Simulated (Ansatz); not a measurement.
`[NH2][In]([SH])[O][SiH3]`, 11 atoms. The species carries charge 0 and has multiplicity 1. Correlated methods include outer-core shells of In, which these sets cover unevenly. In takes the def2 core potential. Hardware: A = 2 threads of an AMD EPYC 7R13 on a shared host and a share of an NVIDIA H100 80 GB; B = 2 threads of a server CPU on a shared host. Correlated methods freeze the cores.

How many basis functions does each run have, and how long does it take in Ansatz? RHF-CCSD(T)/def2-SVP energy [B]; RKS BHLYP-D4/def2-TZVPP energy [B]; RKS r2SCAN0-D4/def2-TZVPP energy [B]; RHF-CCSD(T)/def2-TZVPP energy [A]; RKS PBE0-D4/def2-TZVP relaxation (27 steps) [A]; RKS HSE06 (plane-wave form)-D4/def2-TZVPP energy [B]; RHF-MP2/def2-QZVPP energy [A]; RKS CAM-B3LYP-D4/def2-TZVPP energy [B]. (Best estimate.)

Ansatz gave: Other jobs shared the machine, so times are rough.

```csv
level,job,functions,wall time,peak host memory (GiB)
RHF-MP2/def2-QZVPP,energy [A],516,9.5 s,1.1
RHF-CCSD(T)/def2-TZVPP,energy [A],280,9.6 s,1.2
RKS BHLYP-D4/def2-TZVPP,energy [B],280,16 s,1
RKS CAM-B3LYP-D4/def2-TZVPP,energy [B],280,20 s,1
RKS HSE06 (plane-wave form)-D4/def2-TZVPP,energy [B],280,21 s,1
RKS r2SCAN0-D4/def2-TZVPP,energy [B],280,30 s,1
RHF-CCSD(T)/def2-SVP,energy [B],120,42 s,1
RKS PBE0-D4/def2-TZVP,relaxation (27 steps) [A],222,100 s,1
```
